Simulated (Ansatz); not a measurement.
Geometry optimisation, Ansatz, RKS PBE0-D4/def2-SVP.

The input (input.yaml):

```yaml
crystal:
  periodic: [false, false, false]
  atoms:
    - { symbol: W, position_ang: [0.0, 0.0, 0.0] }
    - { symbol: F, position_ang: [0.0, 0.0, 1.85] }
    - { symbol: H, position_ang: [1.72, 0.0, 0.0] }
    - { symbol: H, position_ang: [0.0, 1.72, 0.0] }
    - { symbol: H, position_ang: [-1.72, 0.0, 0.0] }
    - { symbol: H, position_ang: [0.0, -1.72, 0.0] }
    - { symbol: H, position_ang: [0.0, 0.0, -1.72] }
basis:
  gaussian: { orbitals: def2-SVP }
hamiltonian:
  xc: pbe0
  dispersion: d4
relax:
  f_tol: 0.02
  max_steps: 40
```

Command:

```bash
$ ansatz run input.yaml --threads 1 --pin off --max-ram 2048MiB --backend cpu --events-out ev --progress --plain --runs-dir out
```

Where does it end, and by what steps?

The run converged. The force dipped under the threshold on the way, but the program's further checks kept it going. After 22 steps the energy has fallen by 5.416 eV; H4 moved furthest, 0.60 Å.

| step | energy less start (eV) | largest force component (eV/Å) | accepted |
| --- | --- | --- | --- |
| 0 | 0.0000 | 6.952 | yes |
| 1 | -1.8327 | 3.039 | yes |
| 2 | -3.2192 | 3.610 | yes |
| 3 | -4.0683 | 1.719 | yes |
| 4 | -4.8488 | 0.763 | yes |
| 5 | -4.9380 | 0.549 | yes |
| 6 | -4.9787 | 0.134 | yes |
| 7 | -4.9796 | 0.028 | yes |
| 8 | -4.9796 | 0.002 | yes |
| 9 | -4.9802 | 0.029 | yes |
| 10 | -4.9829 | 0.043 | yes |
| 11 | -4.9858 | 0.067 | yes |
| 12 | -4.9919 | 0.137 | yes |
| 13 | -5.0539 | 0.362 | yes |
| 14 | -5.0910 | 0.354 | yes |
| 15 | -5.2533 | 0.822 | yes |
| 16 | -5.3180 | 0.948 | yes |
| 17 | -5.2768 | 0.937 | no |
| 18 | -5.3935 | 0.599 | yes |
| 19 | -5.4070 | 0.181 | yes |
| 20 | -5.4075 | 0.284 | yes |
| 21 | -5.4162 | 0.020 | yes |
| 22 | -5.4164 | 0.014 | yes |

```xyz
7
Properties=species:S:1:pos:R:3
W 0.302 0.303 0.381
F -0.250 -0.257 2.096
H 1.614 -0.404 -0.426
H -0.422 1.610 -0.417
H -1.210 -0.081 -0.126
H -0.075 -1.212 -0.125
H 0.041 0.041 -1.254
```

The run took 64 s on 1 thread of Arm Neoverse V2 (shared host), peak memory 0.13 GiB.
